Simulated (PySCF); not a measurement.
Computed vibrations of LaCl3(H2O)

LaCl3(H2O) (singlet). PySCF 2.14.0, RKS PBE0, La def2-SVP with ECP46, Cl def2-SVP, O def2-SVP, H def2-SVP; non-relativistic Hamiltonian with scalar-relativistic core potentials where named; density fitting; no spin-orbit coupling. Central differences of gradients.

```xyz
7

La    0.0411   -0.0959    0.0959
Cl    0.9414    2.2186    0.9818
Cl   -1.4339   -1.6294    1.6294
Cl    0.9414   -0.9818   -2.2186
O    -1.2127    1.4594   -1.4594
H    -0.9996    2.3893   -1.2906
H    -0.9996    1.2906   -2.3893
```

Run from Python with OMP_NUM_THREADS=2. Where DIIS fails, smearing, a level shift and second-order steps follow.
It took 110 s on 2 threads of Arm Neoverse V1, on a shared host.

(1) What are the harmonic wavenumbers and infrared intensities?

(2) Is this a minimum?

## Answers

(1) Modes are labelled in Cs; negative numbers are unstable modes, those under 60 cm⁻¹ near the noise; a finer grid moves soft modes by up to 10 cm⁻¹.
| cm⁻¹ | km/mol | symmetry |
| --- | --- | --- |
| -60 | – | a'' |
| 45 | 63.8 | a' |
| 46 | 3.7 | a' |
| 71 | 7.1 | a' |
| 74 | 4.0 | a'' |
| 285 | 25.4 | a'' |
| 290 | 8.6 | a' |
| 307 | 7.9 | a' |
| 322 | 101.6 | a'' |
| 334 | 119.9 | a' |
| 398 | 335.7 | a' |
| 482 | 50.0 | a'' |
| 1601 | 95.7 | a' |
| 3800 | 95.8 | a' |
| 3893 | 151.1 | a'' |

(2) Probably not: 1 unstable, though so soft as to be near the noise; the lowest moves the atoms so:
```
La   0.00 -0.02 -0.02
Cl  -0.06  0.05 -0.09
Cl   0.00 -0.01 -0.01
Cl   0.06 -0.09  0.05
O    0.00  0.26  0.26
H    0.35  0.13  0.53
H   -0.35  0.53  0.13
```
